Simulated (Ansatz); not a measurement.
Computed with Ansatz on PBE0-D4/def2-TZVP structures; ΔE is electronic, products minus reactants. CBS: MP2 limit from def2 TZ/QZ plus the TZ coupled-cluster correction, frozen cores. This one scheme is used for every species. DFT in def2-TZVPP. For Mg outer-core shells are correlated without core-valence functions, which leaves a few kJ/mol of doubt a bond. One conformer a species, not always the lowest.

`[NH2][Mg][O][SiH3]` + `NBF` → `FBN[SiH3]` + `[NH2][Mg][OH]`  (ligand exchange at the Si–O bond)

Q: Is it downhill or uphill in electronic energy at CCSD(T)/CBS, and by how much? (Estimate.)

A: Ansatz gave: Uphill: ΔE = +82.7 kJ/mol.

Q: What do these levels give: PBE-D4, r2SCAN-D4, PBE0-D4, ωB97X-V, ωB97M-V, r2SCAN, r2SCANh, CAM-B3LYP, LC-ωPBE, MP2/def2-SVP, SCS-MP2/def2-TZVPP, SCS-MP2/def2-QZVPP? (Estimate.)

A: The calculation gave: PBE-D4 76.2, r2SCAN-D4 82.6, PBE0-D4 79.3, ωB97X-V 80.2, ωB97M-V 79.7, r2SCAN 83.0, r2SCANh 83.5, CAM-B3LYP 84.7, LC-ωPBE 80.5, MP2/def2-SVP 83.8, SCS-MP2/def2-TZVPP 84.5, SCS-MP2/def2-QZVPP 84.6 kJ/mol.

Largest T1 diagnostic among the species: 0.012.

In def2-TZVPP, CCSD(T) changes the Hartree–Fock value by −10.3 kJ/mol (the triples alone add −1.2 kJ/mol) and MP2 by −11.4 kJ/mol. From BLYP to BHLYP (50 % exact exchange), in def2-TZVPP and without D4, ΔE moves by +4.8 kJ/mol. Leaving LDA and LC-ωPBE aside and taking each functional with its dispersion term where it has one, the values, not all of them listed here, spread over 13.3 kJ/mol, from revPBE-D4 to B97M-V.
